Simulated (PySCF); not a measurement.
Si(H)2(F)(OEt) (C2H7FOSi), SMILES CCO[SiH2]F. Atoms are numbered in the order given.

```xyz
12

Si     1.1750     0.3367     0.5136
F      2.0109     0.4070    -0.8803
O     -0.4449     0.3370     0.2183
C     -1.1909    -0.7256    -0.3626
C     -2.6575    -0.5627    -0.0142
H      1.5871    -0.9259     1.1827
H      1.4691     1.5552     1.2965
H     -0.8150    -1.7014     0.0024
H     -1.0505    -0.7130    -1.4586
H     -3.0324     0.4060    -0.3785
H     -3.2556    -1.3654    -0.4739
H     -2.8021    -0.5980     1.0767
```

The structure is a stationary point at B3LYP-D3(BJ)/def2-SVP. The values are those of a single conformer.

Calculation: PBE/def2-TZVP in PySCF.

Atomic charges (e):

```
atom  Mulliken  meta-Löwdin
----  --------  -----------
Si1       0.51         1.08
F2       -0.30        -0.49
O3       -0.28        -0.58
C4       -0.06         0.01
C5       -0.32        -0.35
H6       -0.06        -0.13
H7       -0.04        -0.10
H8        0.09         0.10
H9        0.11         0.11
H10       0.12         0.12
H11       0.11         0.12
H12       0.12         0.12
```

### Question
Give the Mayer and Wiberg (Löwdin basis) orders of the bonds. (The exact figures need the calculation; the answer reports its results.)

### Answer

```csv
bond,Mayer,Wiberg
Si1–F2,1.13,1.73
Si1–O3,1.25,1.63
O3–C4,0.96,1.45
C4–C5,1.03,1.34
Si1–H6,0.91,0.94
Si1–H7,0.93,0.94
C4–H8,0.95,0.87
C4–H9,0.95,0.88
C5–H10,0.96,0.90
C5–H11,0.95,0.90
C5–H12,0.96,0.90
```
